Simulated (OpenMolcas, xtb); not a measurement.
A ladder of methods for GaHClOF (SMILES [OH][Ga]([F])[Cl])

The species is GaHClOF (5 atoms), meant as a singlet with charge 0. As SMILES, `[OH][Ga]([F])[Cl]`. Geometry: relaxed at PBE0-D4/def2-TZVP. This is one conformer, not always the lowest.

Quantity: the HOMO–LUMO gap, in eV. The values are calculated.

| level | kind | program | value (eV) | CPU time |
| --- | --- | --- | --- | --- |
| GFN0-xTB | semi-empirical | xtb | 4.76 | under 2 s |
| GFN1-xTB | semi-empirical | xtb | 6.05 | under 2 s |
| HF/def2-SVPD | Hartree–Fock | OpenMolcas | 14.03 | 38 s |
| SVWN5/def2-SVPD | LDA | OpenMolcas | 5.29 | 57 s |
| PBE/def2-SVPD | GGA | OpenMolcas | 5.36 | 69 s |
| r2SCAN/def2-SVPD | meta-GGA | OpenMolcas | 6.12 | 77 s |
| B3LYP/def2-SVPD | global hybrid | OpenMolcas | 7.23 | 70 s |
| PBE0/def2-SVPD | global hybrid | OpenMolcas | 7.89 | 64 s |
| B2PLYP/def2-SVPD | double hybrid | OpenMolcas | 10.22 | 53 s |

All-electron rows without a relativistic Hamiltonian named are non-relativistic. The values span 4.76 to 14.03 eV. Orbital gaps aren't excitation energies, and those of double hybrids come from the SCF part alone; they tend to grow with the share of exact exchange. In so small a basis fixed costs decide the times, and correlated methods can beat functionals. CPU times are rough (shared hosts, several kinds of processor and program).
